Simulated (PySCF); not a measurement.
PySCF input file for trans-(1R,2R)-1-chloro-2-methylcyclopropane (C₄H₇Cl), SMILES [C@@H]1(C)C[C@H]1Cl, TDDFT-CAM-B3LYP/def2-SVPD. Coordinates come from a B3LYP-D3(BJ)/def2-SVP optimisation.

```python
import numpy as np
from pyscf import gto, scf, dft, tdscf

mol = gto.M(
    atom='''
    C     2.31404367    0.49416013   -0.16891331
    C     1.03458211   -0.27811591    0.05382112
    C     0.23701195   -0.83544104   -1.10647160
    C    -0.28842721    0.32480363   -0.31339246
    Cl   -1.69244040    0.09946397    0.75340511
    H     2.52547047    1.16904592    0.67634968
    H     2.25550268    1.10722107   -1.08270073
    H     3.17308520   -0.18736140   -0.28132012
    H     1.01324842   -0.89277519    0.95997262
    H     0.58183039   -0.63551641   -2.12606531
    H    -0.25822478   -1.79985227   -0.97038373
    H    -0.30268867    1.31591008   -0.77400161
    ''',
    basis='def2-SVPD',
    charge=0,
    spin=0,
    max_memory=1600,
    verbose=4,
)
mf = dft.RKS(mol, xc='cam-b3lyp').density_fit(auxbasis='def2-universal-jkfit')
mf.grids.level = 3
mf.conv_tol = 1e-9
mf.max_cycle = 100
mf.kernel()
mf.grids = dft.Grids(mol).set(level=1).build(with_non0tab=True)  # coarser grid for the response kernel
td = tdscf.TDDFT(mf)
td.singlet = True
td.nstates = 10
td.conv_tol = 1e-4
td.positive_eig_threshold = 1e-6
td.kernel(x0=td.get_init_guess(mf, 15))
td.analyze()
tt = tdscf.TDA(mf)
tt.singlet = False
tt.nstates = 4
tt.conv_tol = 1e-4
tt.positive_eig_threshold = 1e-6
tt.kernel(x0=tt.get_init_guess(mf, 9))
tt.analyze(verbose=3)
```

Log of the run:

```
PySCF version 2.14.0

[INPUT] verbose = 4
[INPUT] num. atoms = 12
[INPUT] num. electrons = 48
[INPUT] charge = 0
[INPUT] spin (= nelec alpha-beta = 2S) = 0
[INPUT] symmetry False subgroup None
[INPUT] Mole.unit = angstrom
[INPUT] Symbol           X                Y                Z      unit          X                Y                Z       unit  Magmom
[INPUT]  1 C      2.314043670000   0.494160130000  -0.168913310000 AA    4.372908776583   0.933827307379  -0.319199894694 Bohr   0.0
[INPUT]  2 C      1.034582110000  -0.278115910000   0.053821120000 AA    1.955076841275  -0.525562900784   0.101707176517 Bohr   0.0
[INPUT]  3 C      0.237011950000  -0.835441040000  -1.106471600000 AA    0.447887673749  -1.578754758822  -2.090928288609 Bohr   0.0
[INPUT]  4 C     -0.288427210000   0.324803630000  -0.313392460000 AA   -0.545048433772   0.613789904965  -0.592225918904 Bohr   0.0
[INPUT]  5 Cl    -1.692440400000   0.099463970000   0.753405110000 AA   -3.198248838149   0.187959662562   1.423729318748 Bohr   0.0
[INPUT]  6 H      2.525470470000   1.169045920000   0.676349680000 AA    4.772447523977   2.209176615840   1.278115659637 Bohr   0.0
[INPUT]  7 H      2.255502680000   1.107221070000  -1.082700730000 AA    4.262282338423   2.092344581648  -2.046007854567 Bohr   0.0
[INPUT]  8 H      3.173085200000  -0.187361400000  -0.281320120000 AA    5.996261997911  -0.354061732315  -0.531617980130 Bohr   0.0
[INPUT]  9 H      1.013248420000  -0.892775190000   0.959972620000 AA    1.914762009948  -1.687100599907   1.814085338881 Bohr   0.0
[INPUT] 10 H      0.581830390000  -0.635516410000  -2.126065310000 AA    1.099500088049  -1.200951962567  -4.017681158839 Bohr   0.0
[INPUT] 11 H     -0.258224780000  -1.799852270000  -0.970383730000 AA   -0.487974112776  -3.401227854977  -1.833759485434 Bohr   0.0
[INPUT] 12 H     -0.302688670000   1.315910080000  -0.774001610000 AA   -0.571998687309   2.486709655755  -1.462651062872 Bohr   0.0

nuclear repulsion = 215.621547665709
number of shells = 71
number of NR pGTOs = 235
number of NR cGTOs = 163
basis = def2-SVPD
ecp = {}


******** <class 'pyscf.df.df_jk.DFRKS'> ********
method = DFRKS
initial guess = minao
damping factor = 0
level_shift factor = 0
DIIS = <class 'pyscf.scf.diis.CDIIS'>
diis_start_cycle = 1
diis_space = 8
diis_damp = 0
SCF conv_tol = 1e-09
SCF conv_tol_grad = None
SCF max_cycles = 100
direct_scf = False
XC library pyscf.dft.libxc version 7.1.2
    S. Lehtola, C. Steigemann, M. J. T. Oliveira, and M. A. L. Marques,  SoftwareX 7, 1–5 (2018)
XC functionals = cam-b3lyp
    T. Yanai, D. P. Tew, and N. C. Handy,  Chem. Phys. Lett. 393, 51 (2004)
radial grids:
    Treutler-Ahlrichs [JCP 102, 346 (1995); DOI:10.1063/1.469408] (M4) radial grids

becke partition: Becke, JCP 88, 2547 (1988); DOI:10.1063/1.454033
pruning grids: <function nwchem_prune>
grids dens level: 3
symmetrized grids: False
atomic radii adjust function: <function treutler_atomic_radii_adjust>
small_rho_cutoff = 0
Set gradient conv threshold to 3.16228e-05
Initial guess from minao.
tot grids = 144008
******** <class 'pyscf.df.df.DF'> ********
auxbasis = def2-universal-jkfit
Create RSH-DF object <pyscf.df.df.DF object> for omega=0.33
******** <class 'pyscf.df.df.DF'> ********
auxbasis = auxmol.basis = def2-universal-jkfit
init E= -617.071265131429
  HOMO = -0.304342898527237  LUMO = -0.0153937990819983  gap/eV = 7.86271
cycle= 1 E= -616.458938380732  delta_E= 0.612  |g|= 0.284  |ddm|=  5.1
  HOMO = -0.318899380522388  LUMO = 0.0474924892460376  gap/eV = 9.97003
cycle= 2 E= -616.468016602064  delta_E= -0.00908  |g|= 0.261  |ddm|=  1.1
  HOMO = -0.328711731099702  LUMO = 0.0495606980758923  gap/eV = 10.29332
cycle= 3 E= -616.483922290159  delta_E= -0.0159  |g|= 0.0375  |ddm|= 0.505
  HOMO = -0.338132487573481  LUMO = 0.0485323074124269  gap/eV = 10.52168
cycle= 4 E= -616.484259633528  delta_E= -0.000337  |g|= 0.0169  |ddm|= 0.0991
  HOMO = -0.335050619684154  LUMO = 0.0496625002003044  gap/eV = 10.46858
cycle= 5 E= -616.48433451951  delta_E= -7.49e-05  |g|= 0.00236  |ddm|= 0.036
  HOMO = -0.335036998693564  LUMO = 0.0495844255464455  gap/eV = 10.46608
cycle= 6 E= -616.484336204053  delta_E= -1.68e-06  |g|= 0.00105  |ddm|= 0.00743
  HOMO = -0.335070166037311  LUMO = 0.0496042352982848  gap/eV = 10.46752
cycle= 7 E= -616.484336536867  delta_E= -3.33e-07  |g|= 0.000228  |ddm|= 0.00247
  HOMO = -0.335066736286043  LUMO = 0.049608148839448  gap/eV = 10.46754
cycle= 8 E= -616.484336555155  delta_E= -1.83e-08  |g|= 7.3e-05  |ddm|= 0.000735
  HOMO = -0.335065661277385  LUMO = 0.0496089458525351  gap/eV = 10.46753
cycle= 9 E= -616.484336556945  delta_E= -1.79e-09  |g|= 2.22e-05  |ddm|= 0.000211
  HOMO = -0.335068394385241  LUMO = 0.0496088234108476  gap/eV = 10.46760
cycle= 10 E= -616.484336557086  delta_E= -1.41e-10  |g|= 4.62e-06  |ddm|= 6.35e-05
  HOMO = -0.335067482933222  LUMO = 0.0496089488967182  gap/eV = 10.46758
Extra cycle  E= -616.484336557091  delta_E= -4.77e-12  |g|= 3.76e-06  |ddm|= 1.77e-05
converged SCF energy = -616.484336557091
tot grids = 44344
Overwritten attributes  positive_eig_threshold  of <class 'pyscf.tdscf.rks.TDDFT'>


******** <class 'pyscf.tdscf.rks.TDDFT'> for <class 'pyscf.df.df_jk.DFRKS'> ********
nstates = 10 singlet
deg_eia_thresh = 1.000e-03
wfnsym = None
conv_tol = 0.0001
eigh lindep = 1e-12
eigh level_shift = 0
eigh max_cycle = 100


Excitation energies (eV)
[6.7927599  7.24895165 7.76778171 8.0573174  8.12477673 8.3305104
 8.47622111 8.49585222 8.74871146 8.79141582]

** Singlet excitation energies and oscillator strengths **
Excited State   1:      6.79276 eV    182.52 nm  f=0.0015
      24 -> 25        0.43508
      24 -> 26       -0.48026
      24 -> 28        0.10343
      24 -> 29        0.12573
      24 -> 33       -0.12395
Excited State   2:      7.24895 eV    171.04 nm  f=0.0057
      22 -> 26       -0.11765
      23 -> 25        0.43398
      23 -> 26       -0.46771
      23 -> 29        0.12565
      23 -> 33       -0.11582
Excited State   3:      7.76778 eV    159.61 nm  f=0.0195
      24 -> 25       -0.42210
      24 -> 26       -0.47089
      24 -> 27        0.13786
      24 -> 28       -0.10257
      24 -> 29       -0.22239
Excited State   4:      8.05732 eV    153.88 nm  f=0.0247
      22 -> 25        0.11701
      23 -> 25       -0.15007
      23 -> 26       -0.12250
      24 -> 25        0.14640
      24 -> 27        0.60741
      24 -> 28       -0.11356
      24 -> 29        0.11886
Excited State   5:      8.12478 eV    152.60 nm  f=0.0043
      22 -> 25       -0.12172
      23 -> 25        0.42760
      23 -> 26        0.42577
      23 -> 28        0.12182
      23 -> 29        0.13783
      24 -> 27        0.21228
      24 -> 29        0.10484
Excited State   6:      8.33051 eV    148.83 nm  f=0.0204
      22 -> 25        0.24512
      22 -> 26       -0.23241
      23 -> 26        0.14331
      23 -> 27       -0.54165
      24 -> 27       -0.10729
      24 -> 28       -0.10230
Excited State   7:      8.47622 eV    146.27 nm  f=0.0420
      23 -> 27       -0.16101
      24 -> 25       -0.20506
      24 -> 28        0.53885
      24 -> 29        0.22207
      24 -> 30        0.16361
Excited State   8:      8.49585 eV    145.93 nm  f=0.0124
      24 -> 25       -0.17391
      24 -> 27       -0.13407
      24 -> 28       -0.31840
      24 -> 29        0.54405
Excited State   9:      8.74871 eV    141.72 nm  f=0.0250
      22 -> 25        0.19746
      22 -> 26        0.19340
      23 -> 25       -0.16614
      23 -> 29        0.57408
      23 -> 30        0.12018
Excited State  10:      8.79142 eV    141.03 nm  f=0.0216
      22 -> 25       -0.23552
      22 -> 26        0.25723
      23 -> 27       -0.31849
      23 -> 28       -0.42968

** Transition electric dipole moments (AU) **
state          X           Y           Z        Dip. S.      Osc.
  1        -0.0890     -0.0193     -0.0262      0.0090      0.0015
  2         0.1301     -0.0956     -0.0760      0.0318      0.0057
  3        -0.0655     -0.1947     -0.2458      0.1026      0.0195
  4         0.0523      0.0659      0.3434      0.1250      0.0247
  5        -0.1131      0.0718      0.0624      0.0219      0.0043
  6        -0.2427     -0.2017      0.0142      0.0998      0.0204
  7         0.4289     -0.0736      0.1142      0.2024      0.0420
  8         0.1887     -0.1528      0.0248      0.0596      0.0124
  9        -0.0142      0.3365      0.0556      0.1165      0.0250
 10         0.1945     -0.2497      0.0145      0.1004      0.0216

** Transition velocity dipole moments (imaginary part, AU) **
state          X           Y           Z        Dip. S.      Osc.
  1        -0.0261     -0.0074     -0.0111      0.0009      0.0023
  2         0.0349     -0.0282     -0.0202      0.0024      0.0061
  3        -0.0150     -0.0558     -0.0668      0.0078      0.0182
  4         0.0203      0.0195      0.1065      0.0121      0.0273
  5        -0.0364      0.0215      0.0188      0.0021      0.0048
  6        -0.0729     -0.0690      0.0035      0.0101      0.0220
  7         0.1336     -0.0220      0.0357      0.0196      0.0420
  8         0.0610     -0.0523      0.0059      0.0065      0.0139
  9        -0.0006      0.1065      0.0204      0.0118      0.0244
 10         0.0704     -0.0844      0.0062      0.0121      0.0250

** Transition magnetic dipole moments (imaginary part, AU) **
state          X           Y           Z
  1         0.0259     -0.0831     -0.0674
  2         0.2281      0.1008      0.2498
  3        -0.2289      0.5691      0.1739
  4        -0.3434     -0.1734     -0.1630
  5         0.2641     -0.6072      0.7020
  6        -0.0581      0.1147     -0.2614
  7        -0.0095     -0.2537      0.1305
  8         0.0887     -0.4735      0.1753
  9         0.4664      0.6032      0.6581
 10         0.1555     -0.1749     -0.4000
Overwritten attributes  positive_eig_threshold  of <class 'pyscf.tdscf.rks.TDA'>


******** <class 'pyscf.tdscf.rks.TDA'> for <class 'pyscf.df.df_jk.DFRKS'> ********
nstates = 4 triplet
deg_eia_thresh = 1.000e-03
wfnsym = None
conv_tol = 0.0001
eigh lindep = 1e-12
eigh level_shift = 0
eigh max_cycle = 100


Excitation energies (eV)
[6.1579225  6.65933432 7.64754772 7.8676589 ]

** Triplet excitation energies and oscillator strengths **
Excited State   1:      6.15792 eV    201.34 nm  f=0.0000
Excited State   2:      6.65933 eV    186.18 nm  f=0.0000
Excited State   3:      7.64755 eV    162.12 nm  f=0.0000
Excited State   4:      7.86766 eV    157.59 nm  f=0.0000
```

The calculation finished and met its thresholds.

Cost: roughly 10 core-minutes.
